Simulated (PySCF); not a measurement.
What binds NaI: the parts of the energy along the bond

State: ¹Σ⁺, singlet, closed shell. RHF-based CCSD(T) in PySCF 2.14 with Na cc-pCVDZ, I aug-cc-pVDZ-PP with ECP28 and Na cc-pCVTZ, I aug-cc-pVTZ-PP with ECP28 (frozen core orbitals: 10; scalar-relativistic core potentials). Correlation energies are extrapolated as n⁻³ (n = 2, 3), Hartree–Fock as (n+1)·exp(−9√n). CV is the change on freezing 5 orbitals instead, in Na cc-pCVTZ, I cc-pwCVTZ-PP with ECP28. All energies in eV from Na + I.

| R (Å) | HF/CBS | CCSD corr. | (T) | CV | total |
| --- | --- | --- | --- | --- | --- |
| 2.4080 | -1.988 | -0.852 | -0.0832 | -0.0669 | -2.990 |
| 2.5175 | -2.234 | -0.833 | -0.0830 | -0.0572 | -3.208 |
| 2.6270 | -2.363 | -0.819 | -0.0832 | -0.0496 | -3.315 |
| 2.7364 | -2.408 | -0.807 | -0.0835 | -0.0436 | -3.342 |
| 2.8459 | -2.394 | -0.797 | -0.0839 | -0.0388 | -3.314 |
| 2.9827 | -2.319 | -0.786 | -0.0844 | -0.0342 | -3.224 |
| 3.1195 | -2.205 | -0.776 | -0.0849 | -0.0308 | -3.096 |

A fit to the total gives Re = 2.7291 Å, De = 3.342 eV, ωe = 258.3 cm⁻¹, Be = 0.1163 cm⁻¹ (masses 22.9898 and 126.9045 u).

Problem. At R = 2.7364 Å the CCSD correlation energy is -0.309488 hartree in the smaller basis and -0.431109 in the larger. Extrapolate it.

Solution. (3³·E3 − 2³·E2)/(3³ − 2³) = -0.48232 hartree; the larger basis holds 89.4 % of it.

The T1 diagnostic is 0.008. The open-shell atoms are computed with UHF. Spin–orbit coupling, excitations beyond (T) and corrections to the Born–Oppenheimer picture are left out, and spin–orbit coupling matters for open p, d or f shells this heavy.
